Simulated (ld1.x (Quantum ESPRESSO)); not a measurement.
# Scattering properties, PAW potential for beryllium (Be)

```json
{
 "Element": "Be",
 "Generator": "ld1.x (Quantum ESPRESSO) 7.5",
 "Type": "PAW",
 "Functional": "PBE",
 "Relativity": "scalar-relativistic",
 "Frozen core": "[He]",
 "Valence charge": "2",
 "Reference configuration": "2s1.75 2p0.25",
 "Partial waves": "2s (bound): rcut 1.70, rcutus 1.95 bohr; 2s channel at -0.05 Ry: rcut 1.70, rcutus 1.95 bohr; 2p (bound): rcut 3.65, rcutus 4.20 bohr; 2p channel at 1.45 Ry: rcut 3.65, rcutus 4.20 bohr",
 "Local potential": "all-electron potential smoothed inside 3.35 bohr (lloc = -1)",
 "Core correction": "a·sin(br)/r model core inside 1.00 bohr",
 "Augmentation charge": "BESSEL, radius 1.20 bohr"
}
```

The phase is arctan(r·u′/u) with u = r·R(r), unwrapped; energies in Ry, scanned from -2 to 5 Ry. A pole is an energy at which the radial function vanishes at the test radius. The pseudo phase is shifted by a multiple of π to meet the all-electron one at the reference energy, and phase errors are pseudo minus all-electron; the curves can meet again beyond the range given. Levels narrower than the energy grid can be missing from the lists of poles.

Q: For each channel, where are the poles, and over which energies does the pseudopotential scatter like the atom?

A:

```tsv
channel	radius (bohr)	reference energy (Ry)	poles, all-electron	poles, pseudo	unbroken range about the reference energy with phases within 0.05 rad	phase error 1 Ry above the reference energy (rad)
s	4.57	-0.42	-0.33, 1.45, 4.30	-0.33, 1.45, 4.16	below 2.5	-0.001
p	4.57	-0.16	-0.02, 1.50, 4.01	-0.02, 1.50, 4.45	below 2.4	+0.000
```

Phases in the s channel:

```
E (Ry)  all-electron  pseudo
 -2.00         1.406   1.406
 -1.76         1.393   1.393
 -1.52         1.376   1.376
 -1.28         1.353   1.353
 -1.04         1.317   1.317
 -0.80         1.245   1.245
 -0.56         0.897   0.897
 -0.32        -1.593  -1.593
 -0.08        -1.818  -1.818
  0.16        -2.024  -2.024
  0.40        -2.667  -2.667
  0.64        -4.071  -4.072
  0.88        -4.478  -4.478
  1.12        -4.616  -4.616
  1.36        -4.691  -4.691
  1.60        -4.746  -4.747
  1.84        -4.798  -4.800
  2.08        -4.863  -4.866
  2.32        -4.972  -4.982
  2.56        -5.282  -5.338
  2.80        -6.751  -6.929
  3.04        -7.505  -7.546
  3.28        -7.674  -7.694
  3.52        -7.748  -7.763
  3.76        -7.792  -7.805
  4.00        -7.823  -7.836
  4.24        -7.848  -7.864
  4.48        -7.870  -7.891
  4.72        -7.893  -7.922
  4.96        -7.918  -7.966
```
